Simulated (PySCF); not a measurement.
## Spinor energies of Tb³⁺ (terbium, charge +3)

Start: [Xe] 4f8; 4f5/2 filled at m_j = -5/2, -3/2, -1/2, +1/2, +3/2, +5/2; 4f7/2 filled at m_j = +5/2, +7/2. Calculated with PySCF 2.14 in x2c-TZVPall-2c: generalised Hartree-Fock with the X2C-1e Hamiltonian and a Gaussian nucleus; one run each with spin-orbit coupling (SO) switched off, then screened by Boettger's factors.

```json
{"spinor shell": "1s1/2", "electrons": "2", "ε, spin-free (eV)": "-52288.4", "ε, screened SO (eV)": "-52278.1", "weight of nominal j (screened SO)": "1.000", "rms radius, screened SO (bohr)": "0.0245"}
{"spinor shell": "2s1/2", "electrons": "2", "ε, spin-free (eV)": "-8817.7", "ε, screened SO (eV)": "-8814.6", "weight of nominal j (screened SO)": "1.000", "rms radius, screened SO (bohr)": "0.0989"}
{"spinor shell": "2p1/2", "electrons": "2", "ε, spin-free (eV)": "-7834.2", "ε, screened SO (eV)": "-8361.0", "weight of nominal j (screened SO)": "1.000", "rms radius, screened SO (bohr)": "0.0847"}
{"spinor shell": "2p3/2", "electrons": "4", "ε, spin-free (eV)": "-7834.2", "ε, screened SO (eV)": "-7609.7", "weight of nominal j (screened SO)": "1.000", "rms radius, screened SO (bohr)": "0.0912"}
{"spinor shell": "3s1/2", "electrons": "2", "ε, spin-free (eV)": "-2033.2", "ε, screened SO (eV)": "-2032.2", "weight of nominal j (screened SO)": "1.000", "rms radius, screened SO (bohr)": "0.255"}
{"spinor shell": "3p1/2", "electrons": "2", "ε, spin-free (eV)": "-1723.8", "ε, screened SO (eV)": "-1834.8", "weight of nominal j (screened SO)": "1.000", "rms radius, screened SO (bohr)": "0.246"}
{"spinor shell": "3p3/2", "electrons": "4", "ε, spin-free (eV)": "-1723.8", "ε, screened SO (eV)": "-1675.8", "weight of nominal j (screened SO)": "1.000", "rms radius, screened SO (bohr)": "0.260"}
{"spinor shell": "3d3/2", "electrons": "4", "ε, spin-free (eV)": "-1319.0", "ε, screened SO (eV)": "-1339.6", "weight of nominal j (screened SO)": "0.996", "rms radius, screened SO (bohr)": "0.232"}
{"spinor shell": "3d5/2", "electrons": "6", "ε, spin-free (eV)": "-1319.0", "ε, screened SO (eV)": "-1304.3", "weight of nominal j (screened SO)": "0.997", "rms radius, screened SO (bohr)": "0.236"}
{"spinor shell": "4s1/2", "electrons": "2", "ε, spin-free (eV)": "-452.97", "ε, screened SO (eV)": "-452.67", "weight of nominal j (screened SO)": "1.000", "rms radius, screened SO (bohr)": "0.575"}
{"spinor shell": "4p1/2", "electrons": "2", "ε, spin-free (eV)": "-348.34", "ε, screened SO (eV)": "-374.78", "weight of nominal j (screened SO)": "0.976", "rms radius, screened SO (bohr)": "0.591"}
{"spinor shell": "4p3/2", "electrons": "4", "ε, spin-free (eV)": "-348.34", "ε, screened SO (eV)": "-336.74", "weight of nominal j (screened SO)": "0.988", "rms radius, screened SO (bohr)": "0.620"}
{"spinor shell": "4d3/2", "electrons": "4", "ε, spin-free (eV)": "-201.29", "ε, screened SO (eV)": "-210.79", "weight of nominal j (screened SO)": "0.716", "rms radius, screened SO (bohr)": "0.668"}
{"spinor shell": "4d5/2", "electrons": "6", "ε, spin-free (eV)": "-201.29", "ε, screened SO (eV)": "-194.71", "weight of nominal j (screened SO)": "0.811", "rms radius, screened SO (bohr)": "0.675"}
{"spinor shell": "5s1/2", "electrons": "2", "ε, spin-free (eV)": "-87.394", "ε, screened SO (eV)": "-87.344", "weight of nominal j (screened SO)": "1.000", "rms radius, screened SO (bohr)": "1.40"}
{"spinor shell": "5p1/2", "electrons": "2", "ε, spin-free (eV)": "-58.960", "ε, screened SO (eV)": "-63.099", "weight of nominal j (screened SO)": "0.927", "rms radius, screened SO (bohr)": "1.55"}
{"spinor shell": "5p3/2", "electrons": "4", "ε, spin-free (eV)": "-58.960", "ε, screened SO (eV)": "-57.138", "weight of nominal j (screened SO)": "0.963", "rms radius, screened SO (bohr)": "1.65"}
{"spinor shell": "4f5/2", "electrons": "6", "ε, spin-free (eV)": "-47.424", "ε, screened SO (eV)": "-47.407", "weight of nominal j (screened SO)": "0.670", "rms radius, screened SO (bohr)": "0.895"}
{"spinor shell": "4f7/2", "electrons": "2", "ε, spin-free (eV)": "-47.424", "ε, screened SO (eV)": "-47.194", "weight of nominal j (screened SO)": "0.905", "rms radius, screened SO (bohr)": "0.897"}
```

| quantity | spin-free | screened SO |
| --- | --- | --- |
| E (hartree) | -11699.43111 | -11707.53878 |
| M_J | 6 | 6 |
| ⟨J²⟩ | 42.014 | 42.016 |
| ⟨L²⟩ | 12.007 | 12.337 |
| ⟨S²⟩ | 12.007 | 11.884 |

Each row is a mean over spinors that exchange with the open shell spreads, by up to 16.702 eV (4d5/2).

Rows whose weight is well below 1 are mixtures of j = l ± 1/2: exchange outweighs spin-orbit coupling there, and the label is only the starting occupation.

Breit and QED terms are absent; they matter most for the inner s and p1/2 levels.

Densities and radii are taken from the X2C orbitals without a picture-change correction, which distorts them close to the nucleus.

Without spin-orbit coupling the j labels of p, d and f shells carry no meaning; the spin-free column gives the mean over the occupied spinors of each nl shell.
